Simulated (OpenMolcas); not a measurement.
OpenMolcas run: F5+

Input:

```
&GATEWAY
Coord
1

F 0.0 0.0 0.0
Basis=ANO-RCC-VDZ
Group=XYZ
NoMove
AngMom=0.0 0.0 0.0
AMFI
&SEWARD
Relativistic=R03O02
* reference wave functions (RASSCF and RASSI steps not shown): 2 electrons in 4 orbitals (2s 2p)
>>> COPY JOB001 $Project.JobIph
&CASPT2
Multistate=1 1
Frozen=0 0
IPEA=0.6
Imaginary=0.1
MaxIter=60
WThr=0.0 0.3 0.05
PrWF=0.5
NoMix
>>> COPY JOB003 $Project.JobIph
&CASPT2
Multistate=3 1 2 3
Frozen=0 0
IPEA=0.6
Imaginary=0.1
MaxIter=60
WThr=0.0 0.3 0.05
PrWF=0.5
NoMix
>>> COPY JOB004 $Project.JobIph
&CASPT2
Multistate=3 1 2 3
Frozen=0 0
IPEA=0.6
Imaginary=0.1
MaxIter=60
WThr=0.0 0.3 0.05
PrWF=0.5
NoMix
```

Launched by
```bash
OMP_NUM_THREADS=1 MOLCAS_MEM=2252 MOLCAS_PROJECT=a pymolcas a.inp > a.log  # once for each step of the input, in one work folder
```

Output, cut to the results:

```
--- CASPT2 ---
Orbital specifications:
      -----------------------

      Symmetry species                           1   2
                                                ag  au
      Frozen orbitals                            0   0
      Inactive orbitals                          1   0
      Active orbitals                            1   3
      Secondary orbitals                         1   3
      Deleted orbitals                           0   0
      Number of basis functions                  3   6
Type of calculation                        SS-CASPT2
      Fock operator                              state-specific
      IPEA shift                                 0.60
      Real shift                                 0.00
      Imaginary shift                            0.10
      The input orbitals will be transformed to quasi-canonical
Reference energy:         -88.0973796482
      E2 (Non-variational):      -0.0006097600
      Shift correction:          -0.0000000482
      E2 (Variational):          -0.0006098081
      Total energy:             -88.0979894563
      Residual norm:              0.0000001222
      Reference weight:           0.99996
      Contributions to the CASPT2 correlation energy
      Active & Virtual Only:         -0.0002947568
      One Inactive Excited:          -0.0000928896
      Two Inactive Excited:          -0.0002221136
::    CASPT2 Root  1     Total energy:    -88.09798946
--- CASPT2 ---
Orbital specifications:
      -----------------------

      Symmetry species                           1   2
                                                ag  au
      Frozen orbitals                            0   0
      Inactive orbitals                          1   0
      Active orbitals                            1   3
      Secondary orbitals                         1   3
      Deleted orbitals                           0   0
      Number of basis functions                  3   6
Type of calculation                        MS-CASPT2
      Fock operator                              state-specific
      IPEA shift                                 0.60
      Real shift                                 0.00
      Imaginary shift                            0.10
      The input orbitals will be transformed to quasi-canonical
Reference energy:         -87.1107993839
      E2 (Non-variational):      -0.0013670190
      Shift correction:          -0.0000000887
      E2 (Variational):          -0.0013671077
      Total energy:             -87.1121664916
      Residual norm:              0.0000000718
      Reference weight:           0.99992
      Contributions to the CASPT2 correlation energy
      Active & Virtual Only:         -0.0004193758
      One Inactive Excited:          -0.0005978672
      Two Inactive Excited:          -0.0003497759
Reference energy:         -87.1107993839
      E2 (Non-variational):      -0.0013670190
      Shift correction:          -0.0000000887
      E2 (Variational):          -0.0013671077
      Total energy:             -87.1121664916
      Residual norm:              0.0000000718
      Reference weight:           0.99992
      Contributions to the CASPT2 correlation energy
      Active & Virtual Only:         -0.0004193758
      One Inactive Excited:          -0.0005978672
      Two Inactive Excited:          -0.0003497759
::    CASPT2 Root  1     Total energy:    -87.11216649
::    CASPT2 Root  2     Total energy:    -87.11216649
::    CASPT2 Root  3     Total energy:    -87.11216649
::    MS-CASPT2 Root  1     Total energy:    -87.11216649
::    MS-CASPT2 Root  2     Total energy:    -87.11216649
::    MS-CASPT2 Root  3     Total energy:    -87.11216649
--- CASPT2 ---
Orbital specifications:
      -----------------------

      Symmetry species                           1   2
                                                ag  au
      Frozen orbitals                            0   0
      Inactive orbitals                          1   0
      Active orbitals                            1   3
      Secondary orbitals                         1   3
      Deleted orbitals                           0   0
      Number of basis functions                  3   6
Type of calculation                        MS-CASPT2
      Fock operator                              state-specific
      IPEA shift                                 0.60
      Real shift                                 0.00
      Imaginary shift                            0.10
      The input orbitals will be transformed to quasi-canonical
Reference energy:         -87.5508613508
      E2 (Non-variational):      -0.0028025917
      Shift correction:          -0.0000010963
      E2 (Variational):          -0.0028036880
      Total energy:             -87.5536650388
      Residual norm:              0.0000001550
      Reference weight:           0.99956
      Contributions to the CASPT2 correlation energy
      Active & Virtual Only:         -0.0014648628
      One Inactive Excited:          -0.0009877304
      Two Inactive Excited:          -0.0003499985
Reference energy:         -87.5508613508
      E2 (Non-variational):      -0.0028025917
      Shift correction:          -0.0000010963
      E2 (Variational):          -0.0028036880
      Total energy:             -87.5536650388
      Residual norm:              0.0000001550
      Reference weight:           0.99956
      Contributions to the CASPT2 correlation energy
      Active & Virtual Only:         -0.0014648628
      One Inactive Excited:          -0.0009877304
      Two Inactive Excited:          -0.0003499985
::    CASPT2 Root  1     Total energy:    -87.55366504
::    CASPT2 Root  2     Total energy:    -87.55366504
::    CASPT2 Root  3     Total energy:    -87.55366504
::    MS-CASPT2 Root  1     Total energy:    -87.55366504
::    MS-CASPT2 Root  2     Total energy:    -87.55366504
::    MS-CASPT2 Root  3     Total energy:    -87.55366504
```

Levels above the lowest, from the spin-orbit matrix with the single-state CASPT2 energies, averaged by term, on its diagonal:

```csv
Configuration,Term,J,E (eV),Measured (eV),Term weight %
2s2,1S,0,0.0000,0.0000,100
2s 2p,3P*,0,14.761,,100
2s 2p,3P*,1,14.786,12.0092,100
2s 2p,3P*,2,14.837,12.0806,100
2s 2p,1P*,1,26.826,,100
```

Against the 2 measured excited levels shown (Moore, Atomic Energy Levels, vol. I, NSRDS-NBS 35 (1971 reprint of NBS Circular 467, 1949)) the mean absolute deviation is 22000 cm-1; the largest miss in energy is 2s 2p 3P* 1: computed 14.786, measured 12.0092 eV (+23.1 %).

Terms from blocks run as CI alone lack orbitals of their own. The basis is small and was not contracted for so high a charge. Measured partners are found by configuration, term and J. A level has none where our copy of the source lacks it or the pairing is in doubt (some pairs that miss far off the trend of their configuration count as doubtful), and it then counts in no deviation. Levels of configurations outside the active space are missing. The first state left out of the spin-orbit step lies near 300000 cm-1 above the lowest spin-free state of the reference (among the parities and spins computed), and the list stops at four fifths of that energy or lower.

The CASPT2 steps took 1.2 s on 1 thread of Arm Neoverse V1, with other jobs on the host; the integral step is not counted.

The term weight is that of the spin-free term in the level, not the purity of its configuration. * marks odd parity.
